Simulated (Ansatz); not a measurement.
H9InO3Si3, SMILES `[SiH3][O][In]([O][SiH3])[O][SiH3]`, one more setting.

```yaml
crystal:
  periodic: [false, false, false]
  atoms:
    - {symbol: Si, position_ang: [0.854612, -3.024848, -0.338850]}
    - {symbol: O, position_ang: [0.411459, -1.689632, -1.174800]}
    - {symbol: In, position_ang: [-0.047411, 0.147353, -0.694994]}
    - {symbol: O, position_ang: [-0.400066, 1.455757, -2.093187]}
    - {symbol: Si, position_ang: [-0.807994, 3.041364, -2.120533]}
    - {symbol: O, position_ang: [-0.159616, 0.699216, 1.183597]}
    - {symbol: Si, position_ang: [-0.035175, -0.051090, 2.631380]}
    - {symbol: H, position_ang: [1.638787, -3.909807, -1.238017]}
    - {symbol: H, position_ang: [1.694574, -2.663861, 0.839898]}
    - {symbol: H, position_ang: [-0.340053, -3.762955, 0.154358]}
    - {symbol: H, position_ang: [-2.104918, 3.274457, -1.425966]}
    - {symbol: H, position_ang: [0.230619, 3.875084, -1.453521]}
    - {symbol: H, position_ang: [-0.932778, 3.461914, -3.539382]}
    - {symbol: H, position_ang: [-0.800335, 0.725630, 3.640782]}
    - {symbol: H, position_ang: [1.386806, -0.143385, 3.062104]}
    - {symbol: H, position_ang: [-0.588510, -1.435188, 2.567122]}
basis:
  gaussian: {orbitals: def2-TZVPP}
magnetization: {spin_polarized: true, initial_magnetization: 2}
hamiltonian: {xc: {name: B2PLYP}}
```

```sh
$ ansatz run in.yaml --threads 2 --pin off --events-out ev --progress --plain --max-ram 32768MiB --backend cuda --devices 0, --max-vram 18GiB
```

Shortened log:

```
Functional definition: B2PLYP
2489 factors; integrals over basis functions are off by at most 1.1e-3 eV
mean field evaluation 1: about -35049.6405 eV, gradient 6.5e1 eV
mean field evaluation 2: about -35049.8416 eV, gradient 6.5e1 eV
mean field evaluation 4: about -35062.6504 eV, gradient 2.3e1 eV
mean field evaluation 8: about -35065.0849 eV, gradient 2.0e0 eV
mean field evaluation 16: about -35065.4374 eV, gradient 3.1e-1 eV
mean field evaluation 32: about -35065.4257 eV, gradient 2.4e-1 eV
mean field evaluation 64: about -35065.4434 eV, gradient 1.1e-1 eV
mean field evaluation 96: about -35065.4492 eV, gradient 1.1e-1 eV
mean field -35065.45074823 eV, -1288.6315467814 hartree, gradient 1.6e-6 eV, S^2 2.022712; 8 other end points of the search recorded, 0 dependent functions left out
22 core orbitals not correlated: weight in the atoms' cores, before any rotation towards them, 1.000 or more for the frozen orbitals, at most 0.000 for the correlated occupied ones
reference -35065.45100134 eV, -1288.6315560830 hartree; 27, 25 occupied and 346, 348 virtual orbitals, 2489 factors
second order -45.89480642 eV of doubles, -0.00000000 eV of singles
Total energy: -35077.84259908 eV, -1289.0869389003 hartree
```

Run time 60 s (2 threads of an AMD EPYC 7R13 on a shared host and a share of an NVIDIA H100 80 GB); peak host memory 1.9 GiB.
